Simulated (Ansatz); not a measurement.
These are frozen-core CCSD(T)/def2-TZVPP // B3LYP-D3(BJ)/def2-SVP (Ansatz, a program for electronic structure) values and carry that method's errors.

Ansatz 0.2 input:
```yaml
crystal:
  periodic: [false, false, false]
  atoms:
    - { symbol: In, position_ang: [0.008008, -0.03115, -0.015356] }
    - { symbol: Cl, position_ang: [-2.137801, -1.009884, 0.05099] }
    - { symbol: Cl, position_ang: [1.611801, -0.773984, 1.547637] }
    - { symbol: Cl, position_ang: [0.781497, 0.800252, -2.083539] }
    - { symbol: C, position_ang: [-1.114456, 4.292501, 2.115852] }
    - { symbol: C, position_ang: [-0.785045, 3.023915, 1.490561] }
    - { symbol: N, position_ang: [-0.52368, 2.016711, 0.994057] }
    - { symbol: H, position_ang: [-0.903999, 5.11626, 1.417375] }
    - { symbol: H, position_ang: [-0.510376, 4.425679, 3.025847] }
    - { symbol: H, position_ang: [-2.181574, 4.308164, 2.383723] }
basis:
  gaussian: { orbitals: def2-TZVPP }
correlation:
  method: ccsd_t
```

Output:

```
Functional definition: HF
2029 factors; integrals over basis functions are off by at most 9.3e-4 eV
mean field evaluation 1: about -46253.6234 eV, gradient 3.6e1 eV
mean field evaluation 2: about -46253.8218 eV, gradient 3.6e1 eV
mean field evaluation 4: about -46257.3166 eV, gradient 5.3e0 eV
mean field evaluation 8: about -46257.4099 eV, gradient 4.3e-1 eV
mean field evaluation 16: about -46253.6253 eV, gradient 3.6e1 eV
mean field -46257.41073535 eV, -1699.9284901249 hartree, gradient 2.5e-6 eV, S^2 0.000000; 0 other end points of the search recorded, 0 dependent functions left out
22 core orbitals not correlated
reference -46257.41073535 eV, -1699.9284901249 hartree; 25, 25 occupied and 264, 264 virtual orbitals, 2029 factors
second order -36.63142478 eV of doubles, -0.00000000 eV of singles
cycle   1  -36.94593253 eV  change   -3.1e-1 eV  update   1.4e-1
cycle   2  -37.84900139 eV  change   -9.0e-1 eV  update   4.0e-2
cycle   3  -38.03897677 eV  change   -1.9e-1 eV  update   2.1e-2
cycle   4  -38.02196234 eV  change    1.7e-2 eV  update   5.1e-3
cycle   5  -38.02186690 eV  change    9.5e-5 eV  update   2.2e-3
cycle   6  -38.02254086 eV  change   -6.7e-4 eV  update   5.4e-4
cycle   7  -38.02259261 eV  change   -5.2e-5 eV  update   2.2e-4
cycle   8  -38.02267175 eV  change   -7.9e-5 eV  update   7.4e-5
cycle   9  -38.02270984 eV  change   -3.8e-5 eV  update   2.9e-5
perturbative correction -1.63622949 eV, -0.0601303248 hartree
Total energy: -46297.06967468 eV, -1701.3859292635 hartree
```

Cost: very roughly 50 core-minutes.
